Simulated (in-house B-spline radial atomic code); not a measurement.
What moves the levels of Er II (Er+) ([Xe] 4f12 6s1)? Method: Dirac-Hartree-Fock, average of the jj configuration, Fermi nucleus of rms radius 5.0548 fm. Calculated with a B-spline radial code for spherical atoms.

Baseline run (computed): total energy -13092.1709 hartree, 1s1/2 at -2125.503 hartree, 6s1/2 at -11.061 eV with <r> = 3.849 bohr.

Changing the nucleus:

| nucleus | ΔE (eV) |
| --- | --- |
| Fermi nucleus of rms radius 5.0843 fm, A = 152 | 0.345 |
| Fermi nucleus of rms radius 5.1129 fm, A = 154 | 0.68 |
| Fermi nucleus of rms radius 5.1429 fm, A = 156 | 1.03 |
| Fermi nucleus of rms radius 5.1761 fm, A = 158 | 1.43 |
| Fermi nucleus of rms radius 5.2045 fm, A = 160 | 1.76 |
| Fermi nucleus of rms radius 5.2246 fm, A = 162 | 2 |
| Fermi nucleus of rms radius 5.2389 fm, A = 164 | 2.18 |
| Fermi nucleus of rms radius 5.2516 fm, A = 166 | 2.33 |
| Fermi nucleus of rms radius 5.256 fm, A = 167 | 2.38 |
| Fermi nucleus of rms radius 5.2644 fm, A = 168 | 2.48 |
| Fermi nucleus of rms radius 5.2789 fm, A = 170 | 2.66 |

A larger nucleus binds the electrons less, roughly as the density at the nucleus times the change of the nuclear <r²>. The reference is A = 150.
